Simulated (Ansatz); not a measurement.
A nudged elastic band was laid between two geometries of Ge2H6 + H (9 atoms, charge 0, multiplicity 2).

The calculation used Ansatz 0.2.0, UKS PBE0/def2-SVP.

| Quantity | Value |
| --- | --- |
| movable images | 7 |
| climbing image | yes |
| spring | 5.0 eV/Å² |
| optimiser | quadratic models (default) |
| start path | through a guess of the saddle point |
| force threshold | 0.05 eV/Å |
| iteration limit | 60 |
| end points | relaxed |

Image 0:

```xyz
9
Properties=species:S:1:pos:R:3
Ge 0.015 0.004 -0.202
H -0.310 -0.298 1.274
H 1.537 0.197 -0.341
Ge -1.151 1.999 -0.931
H -2.673 1.808 -0.790
H -0.726 3.211 -0.080
H -0.830 2.299 -2.408
H -0.406 -1.208 -1.055
H 0.023 -0.176 4.348
```

Image 8:

```xyz
9
Properties=species:S:1:pos:R:3
Ge -0.069 -0.137 -0.548
H -0.104 -0.119 2.903
H 1.466 -0.015 -0.414
Ge -1.171 1.977 -0.981
H -2.693 1.755 -1.028
H -0.842 2.962 0.154
H -0.719 2.595 -2.320
H -0.402 -1.230 -1.589
H 0.012 0.048 3.637
```

(1) What changes between the two ends?

(2) Give the energies along the band, and the barrier.

(3) What is the geometry of the highest image?

(4) What are the harmonic wavenumbers there?

The band took 16 iterations and of the order of 10 core-minutes.

Results:

(1) Bonds broken: Ge1–H2. Bonds formed: H2–H9. Ge2H6 + H becomes Ge2H5 + H2.

(2) The run converged. The highest image is number 3 of 0 to 8, 4.3 kJ/mol above the first end and 82.4 kJ/mol above the last; the last end lies 78.1 kJ/mol below the first. A vibrational analysis at the climbing image gives one clearly imaginary mode, 467i cm⁻¹: a first-order saddle point.

```json
{"image": "0", "path coordinate (Å)": "0.00", "energy (kJ/mol)": "0.0", "Ge1–H2 (Å)": "1.54", "H2–H9 (Å)": "3.09"}
{"image": "1", "path coordinate (Å)": "0.61", "energy (kJ/mol)": "0.2", "Ge1–H2 (Å)": "1.54", "H2–H9 (Å)": "2.79"}
{"image": "2", "path coordinate (Å)": "1.21", "energy (kJ/mol)": "1.5", "Ge1–H2 (Å)": "1.54", "H2–H9 (Å)": "2.20"}
{"image": "3", "path coordinate (Å)": "1.81", "energy (kJ/mol)": "4.3", "Ge1–H2 (Å)": "1.57", "H2–H9 (Å)": "1.55"}
{"image": "4", "path coordinate (Å)": "2.40", "energy (kJ/mol)": "-60.3", "Ge1–H2 (Å)": "2.20", "H2–H9 (Å)": "0.80"}
{"image": "5", "path coordinate (Å)": "2.98", "energy (kJ/mol)": "-74.1", "Ge1–H2 (Å)": "2.70", "H2–H9 (Å)": "0.77"}
{"image": "6", "path coordinate (Å)": "3.56", "energy (kJ/mol)": "-77.4", "Ge1–H2 (Å)": "3.14", "H2–H9 (Å)": "0.76"}
{"image": "7", "path coordinate (Å)": "4.14", "energy (kJ/mol)": "-77.9", "Ge1–H2 (Å)": "3.40", "H2–H9 (Å)": "0.76"}
{"image": "8", "path coordinate (Å)": "4.71", "energy (kJ/mol)": "-78.1", "Ge1–H2 (Å)": "3.45", "H2–H9 (Å)": "0.76"}
```

(3) 
```xyz
9
Properties=species:S:1:pos:R:3:forces:R:3
Ge 0.084 0.061 0.002 0.00 0.00 -0.02
H -0.149 -0.099 1.546 0.00 0.00 0.04
H 1.597 0.224 -0.241 0.00 0.00 0.00
Ge -1.134 1.984 -0.831 0.00 0.00 0.00
H -2.645 1.796 -0.602 0.00 0.00 0.00
H -0.680 3.259 -0.098 0.00 0.00 0.00
H -0.882 2.165 -2.339 0.00 0.00 0.00
H -0.390 -1.231 -0.692 0.00 0.00 0.00
H -0.321 -0.322 3.069 0.00 0.00 -0.01
```

(4) 467i, 84, 122, 202, 269, 368, 386, 566, 573, 763, 840, 883, 887, 889, 895, 1756, 2146, 2152, 2153, 2159, 2164 cm⁻¹.

The run took 2.8 min on 4 threads of AMD EPYC 7B13 (Zen 3) (shared host), peak memory 0.36 GiB.
